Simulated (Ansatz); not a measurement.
A short molecular-dynamics run on C$_{2}$H$_{8}$N$_{2}$Si, SMILES `N=C([SiH3])CN`.

```yaml
crystal:
  periodic: [false, false, false]
  atoms:
    - {symbol: N, position_ang: [-1.423158, 0.009900, 1.004689]}
    - {symbol: C, position_ang: [-0.335537, -0.252982, 0.407730]}
    - {symbol: Si, position_ang: [0.706624, -1.686367, 1.073726]}
    - {symbol: C, position_ang: [0.167766, 0.524511, -0.795825]}
    - {symbol: N, position_ang: [-0.636808, 1.697805, -1.056448]}
    - {symbol: H, position_ang: [-1.873448, 0.804646, 0.529676]}
    - {symbol: H, position_ang: [1.968201, -1.149740, 1.656020]}
    - {symbol: H, position_ang: [1.088809, -2.589575, -0.048275]}
    - {symbol: H, position_ang: [-0.056071, -2.433073, 2.098680]}
    - {symbol: H, position_ang: [1.238683, 0.734882, -0.650097]}
    - {symbol: H, position_ang: [0.116425, -0.145955, -1.661203]}
    - {symbol: H, position_ang: [-0.325960, 2.491633, -0.513005]}
    - {symbol: H, position_ang: [-0.615226, 1.959517, -2.030770]}
basis:
  gaussian: {orbitals: def2-SVP}
hamiltonian: {xc: {name: BLYP}}
md: {timestep: 0.5 fs, n_steps: 20, ensemble: nve, temperature: 500, initial_velocities: maxwell_boltzmann, seed: 72}
```

```sh
$ ansatz run in.yaml --threads 4 --pin off --events-out ev --progress --plain --max-ram 10444MiB
```

```json
{"step": "0", "time (fs)": "0.0", "potential energy (eV)": "-13052.1416", "kinetic (eV)": "0.7109", "T (K)": "500", "conserved (eV)": "-13051.4306"}
{"step": "1", "time (fs)": "0.5", "potential energy (eV)": "-13052.1012", "kinetic (eV)": "0.6714", "T (K)": "472", "conserved (eV)": "-13051.4298"}
{"step": "2", "time (fs)": "1.0", "potential energy (eV)": "-13052.0361", "kinetic (eV)": "0.6079", "T (K)": "428", "conserved (eV)": "-13051.4282"}
{"step": "3", "time (fs)": "1.5", "potential energy (eV)": "-13051.9710", "kinetic (eV)": "0.5443", "T (K)": "383", "conserved (eV)": "-13051.4267"}
{"step": "4", "time (fs)": "2.0", "potential energy (eV)": "-13051.9283", "kinetic (eV)": "0.5019", "T (K)": "353", "conserved (eV)": "-13051.4264"}
{"step": "5", "time (fs)": "2.5", "potential energy (eV)": "-13051.9140", "kinetic (eV)": "0.4867", "T (K)": "342", "conserved (eV)": "-13051.4272"}
{"step": "6", "time (fs)": "3.0", "potential energy (eV)": "-13051.9149", "kinetic (eV)": "0.4864", "T (K)": "342", "conserved (eV)": "-13051.4286"}
{"step": "7", "time (fs)": "3.5", "potential energy (eV)": "-13051.9101", "kinetic (eV)": "0.4806", "T (K)": "338", "conserved (eV)": "-13051.4295"}
{"step": "8", "time (fs)": "4.0", "potential energy (eV)": "-13051.8846", "kinetic (eV)": "0.4551", "T (K)": "320", "conserved (eV)": "-13051.4295"}
{"step": "9", "time (fs)": "4.5", "potential energy (eV)": "-13051.8365", "kinetic (eV)": "0.4076", "T (K)": "287", "conserved (eV)": "-13051.4289"}
{"step": "10", "time (fs)": "5.0", "potential energy (eV)": "-13051.7744", "kinetic (eV)": "0.3464", "T (K)": "244", "conserved (eV)": "-13051.4280"}
{"step": "11", "time (fs)": "5.5", "potential energy (eV)": "-13051.7119", "kinetic (eV)": "0.2848", "T (K)": "200", "conserved (eV)": "-13051.4271"}
{"step": "12", "time (fs)": "6.0", "potential energy (eV)": "-13051.6620", "kinetic (eV)": "0.2355", "T (K)": "166", "conserved (eV)": "-13051.4265"}
{"step": "13", "time (fs)": "6.5", "potential energy (eV)": "-13051.6342", "kinetic (eV)": "0.2079", "T (K)": "146", "conserved (eV)": "-13051.4263"}
{"step": "14", "time (fs)": "7.0", "potential energy (eV)": "-13051.6325", "kinetic (eV)": "0.2062", "T (K)": "145", "conserved (eV)": "-13051.4264"}
{"step": "15", "time (fs)": "7.5", "potential energy (eV)": "-13051.6556", "kinetic (eV)": "0.2288", "T (K)": "161", "conserved (eV)": "-13051.4268"}
{"step": "16", "time (fs)": "8.0", "potential energy (eV)": "-13051.6964", "kinetic (eV)": "0.2689", "T (K)": "189", "conserved (eV)": "-13051.4276"}
{"step": "17", "time (fs)": "8.5", "potential energy (eV)": "-13051.7432", "kinetic (eV)": "0.3147", "T (K)": "221", "conserved (eV)": "-13051.4285"}
{"step": "18", "time (fs)": "9.0", "potential energy (eV)": "-13051.7815", "kinetic (eV)": "0.3520", "T (K)": "248", "conserved (eV)": "-13051.4294"}
{"step": "19", "time (fs)": "9.5", "potential energy (eV)": "-13051.7976", "kinetic (eV)": "0.3677", "T (K)": "259", "conserved (eV)": "-13051.4300"}
{"step": "20", "time (fs)": "10.0", "potential energy (eV)": "-13051.7853", "kinetic (eV)": "0.3556", "T (K)": "250", "conserved (eV)": "-13051.4296"}
```

Velocities are drawn at the set temperature; a run this short doesn't reach equilibrium.

Frames (Å, forces in eV/Å):

```xyz
13
time=0.0 fs
N    -1.423    0.010    1.005   -0.939   -0.250    0.997
C    -0.336   -0.253    0.408    0.647   -0.307   -0.200
Si    0.707   -1.686    1.074    0.077   -0.129    0.067
C     0.168    0.525   -0.796    0.037    0.138   -0.082
N    -0.637    1.698   -1.056   -0.610   -0.220    0.138
H    -1.873    0.805    0.530   -0.275    0.518   -0.319
H     1.968   -1.150    1.656    0.243    0.065    0.126
H     1.089   -2.590   -0.048    0.090   -0.193   -0.183
H    -0.056   -2.433    2.099   -0.106   -0.157    0.188
H     1.239    0.735   -0.650    0.605    0.054    0.034
H     0.116   -0.146   -1.661    0.015   -0.327   -0.450
H    -0.326    2.492   -0.513    0.212    0.571    0.337
H    -0.615    1.960   -2.031    0.004    0.237   -0.653
13
time=0.5 fs
N    -1.425    0.009    1.005   -0.714   -0.492    1.135
C    -0.336   -0.255    0.410    0.673   -0.301   -0.267
Si    0.707   -1.685    1.072   -0.094   -0.162    0.442
C     0.167    0.523   -0.796   -0.138    0.066   -0.185
N    -0.634    1.698   -1.058   -0.621   -0.366    1.197
H    -1.858    0.801    0.532   -0.525    0.831   -0.495
H     1.964   -1.135    1.666    0.188   -0.007    0.056
H     1.068   -2.578   -0.055    0.172   -0.285   -0.243
H    -0.068   -2.432    2.115    0.075   -0.017   -0.049
H     1.233    0.729   -0.670    0.863    0.122    0.165
H     0.125   -0.141   -1.669   -0.078   -0.333   -0.380
H    -0.338    2.493   -0.503    0.182    0.436    0.275
H    -0.609    1.958   -2.011    0.016    0.509   -1.648
13
time=1.0 fs
N    -1.426    0.007    1.006   -0.519   -0.668    1.223
C    -0.335   -0.257    0.412    0.677   -0.284   -0.325
Si    0.708   -1.684    1.071   -0.238   -0.189    0.790
C     0.165    0.522   -0.796   -0.249   -0.014   -0.307
N    -0.632    1.698   -1.060   -0.630   -0.449    2.191
H    -1.844    0.799    0.534   -0.722    1.069   -0.629
H     1.960   -1.120    1.677    0.126   -0.082   -0.019
H     1.047   -2.567   -0.063    0.246   -0.366   -0.291
H    -0.080   -2.431    2.131    0.243    0.107   -0.268
H     1.229    0.723   -0.689    1.055    0.174    0.280
H     0.133   -0.136   -1.678   -0.169   -0.315   -0.279
H    -0.349    2.496   -0.492    0.139    0.253    0.169
H    -0.603    1.959   -1.995    0.039    0.763   -2.535
13
time=1.5 fs
N    -1.428    0.006    1.007   -0.378   -0.736    1.237
C    -0.335   -0.259    0.415    0.656   -0.256   -0.373
Si    0.709   -1.683    1.070   -0.352   -0.210    1.098
C     0.164    0.521   -0.796   -0.268   -0.090   -0.441
N    -0.629    1.698   -1.061   -0.641   -0.434    2.897
H    -1.831    0.800    0.533   -0.845    1.188   -0.696
H     1.957   -1.105    1.687    0.064   -0.158   -0.094
H     1.027   -2.557   -0.071    0.311   -0.431   -0.323
H    -0.091   -2.429    2.146    0.391    0.210   -0.463
H     1.227    0.718   -0.707    1.156    0.206    0.378
H     0.140   -0.133   -1.687   -0.256   -0.278   -0.154
H    -0.360    2.499   -0.481    0.096    0.047    0.037
H    -0.596    1.961   -1.985    0.065    0.942   -3.103
13
time=2.0 fs
N    -1.430    0.004    1.008   -0.298   -0.670    1.165
C    -0.335   -0.261    0.417    0.611   -0.215   -0.412
Si    0.710   -1.682    1.069   -0.438   -0.231    1.355
C     0.163    0.520   -0.796   -0.182   -0.156   -0.580
N    -0.627    1.698   -1.061   -0.654   -0.293    3.130
H    -1.821    0.804    0.532   -0.885    1.161   -0.680
H     1.953   -1.091    1.698    0.004   -0.233   -0.169
H     1.008   -2.548   -0.081    0.367   -0.476   -0.333
H    -0.101   -2.427    2.161    0.518    0.292   -0.629
H     1.229    0.714   -0.725    1.150    0.215    0.460
H     0.147   -0.130   -1.697   -0.338   -0.230   -0.014
H    -0.371    2.502   -0.470    0.063   -0.156   -0.106
H    -0.590    1.965   -1.982    0.083    0.992   -3.188
13
time=2.5 fs
N    -1.432    0.002    1.009   -0.273   -0.474    1.008
C    -0.334   -0.263    0.419    0.541   -0.161   -0.443
Si    0.711   -1.681    1.068   -0.498   -0.254    1.556
C     0.162    0.519   -0.797    0.005   -0.205   -0.716
N    -0.625    1.697   -1.061   -0.666   -0.029    2.847
H    -1.812    0.810    0.528   -0.850    0.990   -0.583
H     1.950   -1.077    1.708   -0.050   -0.304   -0.240
H     0.990   -2.540   -0.091    0.413   -0.501   -0.319
H    -0.110   -2.424    2.174    0.622    0.354   -0.766
H     1.233    0.710   -0.741    1.040    0.201    0.528
H     0.154   -0.127   -1.707   -0.413   -0.177    0.131
H    -0.382    2.505   -0.459    0.043   -0.335   -0.242
H    -0.583    1.972   -1.987    0.085    0.895   -2.762
13
time=3.0 fs
N    -1.433    0.001    1.010   -0.285   -0.176    0.785
C    -0.334   -0.265    0.421    0.449   -0.092   -0.467
Si    0.711   -1.681    1.067   -0.535   -0.284    1.698
C     0.160    0.518   -0.797    0.273   -0.234   -0.845
N    -0.623    1.697   -1.061   -0.674    0.315    2.160
H    -1.806    0.819    0.523   -0.758    0.703   -0.422
H     1.946   -1.064    1.717   -0.095   -0.369   -0.306
H     0.972   -2.534   -0.101    0.449   -0.505   -0.279
H    -0.118   -2.421    2.185    0.703    0.395   -0.875
H     1.240    0.706   -0.756    0.843    0.170    0.586
H     0.159   -0.125   -1.717   -0.479   -0.125    0.272
H    -0.392    2.507   -0.449    0.041   -0.476   -0.358
H    -0.576    1.980   -1.999    0.067    0.678   -1.949
13
time=3.5 fs
N    -1.435   -0.001    1.012   -0.310    0.178    0.521
C    -0.333   -0.267    0.423    0.335   -0.011   -0.484
Si    0.712   -1.680    1.066   -0.553   -0.320    1.782
C     0.159    0.517   -0.798    0.591   -0.245   -0.960
N    -0.621    1.697   -1.060   -0.680    0.674    1.266
H    -1.802    0.829    0.518   -0.634    0.346   -0.223
H     1.943   -1.051    1.725   -0.130   -0.427   -0.365
H     0.956   -2.529   -0.113    0.478   -0.488   -0.216
H    -0.124   -2.416    2.194    0.763    0.417   -0.954
H     1.248    0.703   -0.770    0.587    0.126    0.635
H     0.163   -0.123   -1.726   -0.535   -0.078    0.400
H    -0.403    2.508   -0.439    0.055   -0.571   -0.445
H    -0.569    1.991   -2.015    0.035    0.398   -0.957
13
time=4.0 fs
N    -1.437   -0.003    1.014   -0.329    0.542    0.244
C    -0.332   -0.269    0.425    0.204    0.081   -0.496
Si    0.713   -1.679    1.066   -0.556   -0.363    1.810
C     0.158    0.516   -0.799    0.922   -0.237   -1.055
N    -0.619    1.697   -1.059   -0.684    0.986    0.350
H    -1.799    0.841    0.511   -0.502   -0.032   -0.014
H     1.939   -1.040    1.733   -0.153   -0.477   -0.416
H     0.941   -2.524   -0.125    0.499   -0.455   -0.131
H    -0.128   -2.411    2.200    0.801    0.422   -1.006
H     1.258    0.700   -0.782    0.301    0.078    0.677
H     0.166   -0.122   -1.734   -0.580   -0.041    0.508
H    -0.413    2.507   -0.431    0.084   -0.614   -0.496
H    -0.562    2.002   -2.034   -0.006    0.109    0.025
13
time=4.5 fs
N    -1.439   -0.005    1.015   -0.326    0.878   -0.024
C    -0.332   -0.271    0.426    0.059    0.183   -0.504
Si    0.713   -1.678    1.066   -0.548   -0.410    1.787
C     0.157    0.514   -0.800    1.235   -0.213   -1.123
N    -0.617    1.697   -1.058   -0.688    1.210   -0.468
H    -1.797    0.852    0.505   -0.378   -0.390    0.184
H     1.934   -1.030    1.740   -0.162   -0.518   -0.458
H     0.927   -2.521   -0.137    0.515   -0.407   -0.030
H    -0.130   -2.405    2.204    0.818    0.410   -1.031
H     1.269    0.697   -0.793    0.013    0.029    0.711
H     0.167   -0.120   -1.740   -0.613   -0.015    0.591
H    -0.423    2.505   -0.424    0.123   -0.606   -0.509
H    -0.555    2.014   -2.052   -0.047   -0.150    0.873
13
time=5.0 fs
N    -1.441   -0.006    1.017   -0.295    1.160   -0.268
C    -0.331   -0.273    0.428   -0.094    0.290   -0.508
Si    0.714   -1.677    1.065   -0.531   -0.458    1.719
C     0.156    0.513   -0.801    1.504   -0.175   -1.158
N    -0.616    1.697   -1.057   -0.691    1.330   -1.139
H    -1.796    0.862    0.499   -0.272   -0.702    0.355
H     1.929   -1.021    1.745   -0.158   -0.548   -0.490
H     0.914   -2.519   -0.149    0.528   -0.350    0.083
H    -0.130   -2.397    2.206    0.815    0.382   -1.029
H     1.280    0.694   -0.802   -0.255   -0.015    0.737
H     0.167   -0.119   -1.746   -0.634   -0.004    0.644
H    -0.433    2.502   -0.418    0.169   -0.549   -0.482
H    -0.547    2.025   -2.069   -0.086   -0.360    1.535
13
time=5.5 fs
N    -1.443   -0.008    1.019   -0.234    1.375   -0.478
C    -0.330   -0.275    0.429   -0.250    0.400   -0.510
Si    0.714   -1.676    1.065   -0.505   -0.504    1.609
C     0.156    0.512   -0.802    1.715   -0.123   -1.155
N    -0.614    1.698   -1.056   -0.691    1.346   -1.654
H    -1.796    0.871    0.494   -0.190   -0.952    0.492
H     1.924   -1.014    1.750   -0.141   -0.569   -0.512
H     0.903   -2.518   -0.161    0.537   -0.287    0.200
H    -0.129   -2.389    2.205    0.792    0.338   -0.999
H     1.290    0.692   -0.809   -0.487   -0.052    0.754
H     0.166   -0.118   -1.750   -0.644   -0.008    0.666
H    -0.442    2.497   -0.413    0.219   -0.448   -0.417
H    -0.541    2.035   -2.081   -0.119   -0.516    2.003
13
time=6.0 fs
N    -1.446   -0.009    1.020   -0.145    1.518   -0.651
C    -0.329   -0.277    0.431   -0.406    0.511   -0.512
Si    0.715   -1.676    1.065   -0.472   -0.543    1.462
C     0.156    0.510   -0.804    1.858   -0.060   -1.110
N    -0.613    1.699   -1.055   -0.687    1.268   -2.023
H    -1.796    0.877    0.490   -0.133   -1.132    0.591
H     1.919   -1.008    1.753   -0.110   -0.578   -0.524
H     0.893   -2.517   -0.173    0.543   -0.222    0.318
H    -0.125   -2.380    2.202    0.747    0.278   -0.941
H     1.299    0.689   -0.815   -0.677   -0.081    0.760
H     0.163   -0.116   -1.752   -0.641   -0.029    0.655
H    -0.451    2.491   -0.409    0.269   -0.310   -0.317
H    -0.534    2.044   -2.089   -0.147   -0.620    2.292
13
time=6.5 fs
N    -1.448   -0.010    1.022   -0.034    1.590   -0.785
C    -0.329   -0.279    0.432   -0.555    0.619   -0.513
Si    0.715   -1.675    1.065   -0.432   -0.571    1.283
C     0.156    0.509   -0.806    1.932    0.015   -1.023
N    -0.612    1.700   -1.055   -0.677    1.112   -2.255
H    -1.796    0.881    0.487   -0.100   -1.242    0.651
H     1.913   -1.003    1.755   -0.065   -0.576   -0.526
H     0.884   -2.517   -0.184    0.548   -0.159    0.430
H    -0.119   -2.370    2.197    0.680    0.201   -0.853
H     1.307    0.686   -0.818   -0.819   -0.101    0.756
H     0.158   -0.115   -1.753   -0.629   -0.065    0.611
H    -0.459    2.485   -0.406    0.316   -0.148   -0.190
H    -0.528    2.052   -2.092   -0.166   -0.674    2.414
13
time=7.0 fs
N    -1.450   -0.010    1.023    0.097    1.592   -0.878
C    -0.328   -0.281    0.433   -0.696    0.723   -0.515
Si    0.715   -1.674    1.066   -0.384   -0.585    1.073
C     0.157    0.507   -0.808    1.936    0.099   -0.894
N    -0.611    1.701   -1.055   -0.660    0.895   -2.346
H    -1.797    0.881    0.486   -0.090   -1.281    0.673
H     1.907   -0.999    1.756   -0.008   -0.564   -0.518
H     0.876   -2.517   -0.193    0.552   -0.100    0.533
H    -0.112   -2.359    2.190    0.591    0.108   -0.735
H     1.312    0.682   -0.820   -0.912   -0.113    0.740
H     0.152   -0.114   -1.752   -0.606   -0.117    0.535
H    -0.467    2.478   -0.403    0.357    0.023   -0.047
H    -0.522    2.058   -2.088   -0.177   -0.679    2.380
13
time=7.5 fs
N    -1.452   -0.011    1.024    0.245    1.525   -0.931
C    -0.328   -0.282    0.434   -0.825    0.821   -0.517
Si    0.716   -1.674    1.066   -0.326   -0.582    0.835
C     0.158    0.506   -0.811    1.874    0.188   -0.727
N    -0.610    1.702   -1.056   -0.640    0.633   -2.282
H    -1.798    0.879    0.487   -0.103   -1.249    0.656
H     1.901   -0.997    1.755    0.061   -0.542   -0.500
H     0.870   -2.518   -0.202    0.554   -0.047    0.623
H    -0.104   -2.349    2.180    0.480   -0.003   -0.586
H     1.315    0.679   -0.820   -0.957   -0.117    0.713
H     0.144   -0.113   -1.750   -0.576   -0.181    0.433
H    -0.473    2.471   -0.400    0.389    0.185    0.098
H    -0.517    2.063   -2.079   -0.176   -0.632    2.186
13
time=8.0 fs
N    -1.454   -0.011    1.025    0.406    1.389   -0.939
C    -0.327   -0.284    0.435   -0.939    0.911   -0.520
Si    0.716   -1.673    1.067   -0.259   -0.559    0.572
C     0.160    0.505   -0.813    1.750    0.278   -0.532
N    -0.609    1.704   -1.057   -0.618    0.341   -2.034
H    -1.799    0.874    0.489   -0.140   -1.145    0.599
H     1.895   -0.997    1.753    0.140   -0.510   -0.473
H     0.865   -2.518   -0.209    0.555   -0.002    0.698
H    -0.094   -2.338    2.170    0.345   -0.130   -0.405
H     1.316    0.675   -0.818   -0.952   -0.113    0.676
H     0.135   -0.113   -1.746   -0.538   -0.255    0.309
H    -0.479    2.465   -0.398    0.409    0.320    0.228
H    -0.512    2.065   -2.065   -0.159   -0.526    1.821
13
time=8.5 fs
N    -1.456   -0.011    1.026    0.580    1.183   -0.902
C    -0.327   -0.285    0.436   -1.037    0.993   -0.524
Si    0.716   -1.673    1.067   -0.181   -0.516    0.287
C     0.161    0.503   -0.816    1.565    0.364   -0.317
N    -0.608    1.705   -1.058   -0.602    0.026   -1.572
H    -1.801    0.866    0.493   -0.200   -0.969    0.502
H     1.890   -0.997    1.751    0.227   -0.470   -0.437
H     0.861   -2.519   -0.214    0.555    0.034    0.756
H    -0.084   -2.328    2.158    0.190   -0.271   -0.195
H     1.315    0.671   -0.815   -0.898   -0.101    0.628
H     0.125   -0.113   -1.743   -0.495   -0.331    0.175
H    -0.484    2.459   -0.394    0.416    0.409    0.327
H    -0.507    2.067   -2.047   -0.120   -0.352    1.273
13
time=9.0 fs
N    -1.458   -0.010    1.027    0.766    0.909   -0.817
C    -0.327   -0.286    0.437   -1.119    1.066   -0.529
Si    0.716   -1.672    1.068   -0.095   -0.454   -0.010
C     0.164    0.502   -0.818    1.323    0.437   -0.098
N    -0.607    1.707   -1.060   -0.598   -0.305   -0.877
H    -1.803    0.855    0.498   -0.284   -0.722    0.363
H     1.885   -0.999    1.747    0.321   -0.422   -0.395
H     0.859   -2.520   -0.218    0.553    0.061    0.796
H    -0.073   -2.318    2.146    0.018   -0.424    0.038
H     1.312    0.667   -0.810   -0.795   -0.082    0.572
H     0.114   -0.114   -1.738   -0.446   -0.403    0.040
H    -0.488    2.454   -0.390    0.410    0.442    0.382
H    -0.503    2.068   -2.025   -0.055   -0.103    0.536
13
time=9.5 fs
N    -1.460   -0.010    1.028    0.961    0.573   -0.687
C    -0.328   -0.287    0.437   -1.183    1.131   -0.533
Si    0.717   -1.672    1.068   -0.005   -0.376   -0.311
C     0.166    0.501   -0.821    1.027    0.491    0.111
N    -0.607    1.708   -1.062   -0.612   -0.648    0.032
H    -1.806    0.843    0.503   -0.391   -0.411    0.184
H     1.881   -1.001    1.742    0.417   -0.369   -0.348
H     0.858   -2.520   -0.220    0.550    0.078    0.817
H    -0.062   -2.310    2.135   -0.163   -0.583    0.287
H     1.306    0.662   -0.804   -0.642   -0.058    0.508
H     0.101   -0.116   -1.734   -0.391   -0.463   -0.082
H    -0.490    2.451   -0.385    0.394    0.418    0.386
H    -0.499    2.069   -2.002    0.038    0.217   -0.365
13
time=10.0 fs
N    -1.462   -0.009    1.028    1.159    0.189   -0.517
C    -0.328   -0.287    0.438   -1.230    1.186   -0.537
Si    0.717   -1.671    1.069    0.084   -0.287   -0.601
C     0.169    0.500   -0.824    0.680    0.516    0.293
N    -0.606    1.709   -1.063   -0.644   -0.983    1.073
H    -1.809    0.830    0.510   -0.516   -0.051   -0.025
H     1.878   -1.005    1.736    0.513   -0.312   -0.297
H     0.859   -2.520   -0.219    0.545    0.085    0.819
H    -0.051   -2.303    2.123   -0.345   -0.739    0.537
H     1.300    0.657   -0.796   -0.442   -0.027    0.439
H     0.088   -0.119   -1.730   -0.330   -0.503   -0.178
H    -0.492    2.448   -0.379    0.368    0.342    0.341
H    -0.494    2.070   -1.980    0.157    0.585   -1.346
```

Hardware: 4 threads of an Intel Xeon Platinum 8488C on a shared host. Wall time 15 s, peak host memory 0.61 GiB.
